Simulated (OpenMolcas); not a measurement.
Computed levels of 3s2 3p3 in ions with 15 electrons, in cm-1 above 4S* 3/2.

```yaml
Program: OpenMolcas
Method: RASSCF
Basis: ANO-RCC-VQZP
Scalar_Hamiltonian: DKH2, point nucleus
Spin-orbit_coupling: state interaction with AMFI integrals over the reference wave functions, term energies averaged over their components
```

Active space for each ion: 3 electrons in 9 orbitals (RAS2 3p; RAS3 3d 4s, at most 1 electron).

```tsv
Level	S+	Ar3+
2D* 3/2	19229	26059
2D* 5/2	19247	26150
2P* 1/2	31900	43426
2P* 3/2	31924	43546
```

Task: Estimate 2D* 3/2, 2D* 5/2 for Cl2+ from its neighbours S+ and Ar3+.

Result: 2D* 3/2 is another term, which grows about linearly with the charge: (19229 + 26059) / 2 = 22644. The calculation gives 22761, so the estimate is off by -0.5 %; the measured value is 18053 (Moore, Atomic Energy Levels, vol. I, NSRDS-NBS 35 (1971 reprint of NBS Circular 467, 1949)).
2D* 5/2 is another term, which grows about linearly with the charge: (19247 + 26150) / 2 = 22698. The calculation gives 22804, so the estimate is off by -0.5 %; the measured value is 18120 (Moore, Atomic Energy Levels, vol. I, NSRDS-NBS 35 (1971 reprint of NBS Circular 467, 1949)).

With the s shell closed, the reference lacks s² → p² mixing. Without dynamic correlation excited terms often stand tens of per cent too high (terms of higher spin than the ground term too low), and those without a measured partner can miss by more than the paired ones (holds for S+). Computed and measured levels are paired by configuration, term and J; levels that our copy of the source lacks, or whose pairing is in doubt (as where it misses far off the trend of its configuration), stay unpaired and out of the deviations. Levels of configurations outside the active space are missing.

* marks odd parity.
